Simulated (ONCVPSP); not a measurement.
## Which change was made? (Mo, ONCV)

* Element: molybdenum (Mo)
* Generator: ONCVPSP 4.0.1
* Type: optimised norm-conserving Vanderbilt (ONCV)
* Functional: PBE
* Relativity: fully relativistic
* Frozen core: [Ar] 3d10
* Valence charge: 14
* Reference configuration: 4s2 4p6 4d5 5s0.5 5p0.5
* Partial waves: 4s+5s: rc 1.45 bohr, ncon 5, nbas 9, qcut 6.5 1/bohr, 2 projectors; 4p+5p: rc 2.35 bohr, ncon 3, nbas 6, qcut 7.5 1/bohr, 2 projectors; 4d: rc 1.65 bohr, ncon 5, nbas 10, qcut 6.7 1/bohr, 3 projectors, debl 2.9 Ha
* Local potential: polynomial inside 0.95 bohr (lpopt 5, dvloc0 0 Ha)
* Core correction: Teter function fitted to the true core (icmod 2), fcfact 0.45

Open shells are filled in proportion to 2j + 1.

Cutoffs, loose and tight: the cutoffs (Ha) at which the residual kinetic energy of the hardest occupied pseudo-wave falls to 1 and 0.1 mHa per electron. They do not see the model core or the augmentation charge, which bear on the density cutoff. Test errors are all-electron minus pseudo excitation energies from the reference, over the configurations 4s2 4p6 4d5 5s1 5p0; 4s2 4p6 4d5 5s0 5p0; 4s2 4p6 4d4 5s0 5p0; 4s2 4p6 4d5 5s0 5p1; variants that change the core or the reference have their own tests.

The base gives: outcome: generated; cutoff, loose: 31 Ha; cutoff, tight: 99 Ha; bound ghosts: none; GHOST(+) flags above zero: s; largest test error (meV): +0.6.

(1) After one change the result is: outcome: generated; cutoff, loose: 31 Ha; cutoff, tight: 99 Ha; bound ghosts: none; GHOST(+) flags above zero: s; largest test error (meV): +5.9. Which change was it?
A. all radii but the core radius scaled by about 0.91 (s 1.32, p 2.12, d 1.50 bohr); local potential polynomial inside 0.86 bohr (lpopt 5, dvloc0 0 Ha)
B. d: rc 1.28
C. reference 4s2 4p6 4d5 5s1; wave 4p+5p: rc 2.35 bohr, ncon 3, nbas 6, qcut 7.5 1/bohr, 2 projectors becomes 4p: rc 2.35 bohr, ncon 3, nbas 6, qcut 7.5 1/bohr, 2 projectors, debl 3.8 Ha
D. s: qcut 7.8

Results:

(1) C. The others give: all radii but the core radius scaled by about 0.91 (s 1.32, p 2.12, d 1.50 bohr); local potential polynomial inside 0.86 bohr (lpopt 5, dvloc0 0 Ha) → outcome: generated; cutoff, loose: 63 Ha; cutoff, tight: 123 Ha; bound ghosts: none; GHOST(+) flags above zero: s; largest test error (meV): +0.8 | d: rc 1.28 → outcome: generated; cutoff, loose: 31 Ha; cutoff, tight: 138 Ha; bound ghosts: d5/2, d3/2; GHOST(+) flags above zero: s, d5/2, d3/2; largest test error (meV): +1.1 | s: qcut 7.8 → outcome: generated; cutoff, loose: 26 Ha; cutoff, tight: 32 Ha; bound ghosts: none; GHOST(+) flags above zero: s; largest test error (meV): +0.6.
